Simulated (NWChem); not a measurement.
# Basis-set dependence for HO2

```
O
H 1 0.9811
O 1 1.3168 2 105.95
```
Charge 0, spin multiplicity 2.

Everything below was run with NWChem. The geometry was optimised at UB3LYP/def2-SVP, a minimum by its harmonic frequencies.

Hartree-Fock energies in Ha, correlation energies in mHa.

The correlated methods keep 2 core orbitals frozen. The Pople sets run with spherical d functions. The structure started from a generated list of species. The unpaired electrons of the parent sit in orbitals of symmetry a" (Cs labels of the run); other states weren't searched. No SCF solution was tested for a lower state. Open-shell Hartree-Fock references start from PBE0 orbitals.

| basis | functions | UHF | UMP2 | SCS-UMP2 | URI-MP2 |
|---|---|---|---|---|---|
| cc-pVDZ | 33 | -150.18740 | -342.6 | -332.8 | -342.6 |
| 6-311G** | 42 | -150.21737 | -368.0 | -357.9 | not run |
| cc-pVTZ | 74 | -150.23656 | -443.0 | -433.8 | -443.0 |
| cc-pVQZ | 140 | -150.24866 | -479.4 | -472.8 | -479.4 |

From cc-pVTZ to cc-pVQZ the Hartree-Fock energy moves by -12.1 mHa and the UMP2 correlation energy by -36.4 mHa, which is 8 % of its value in the larger set.
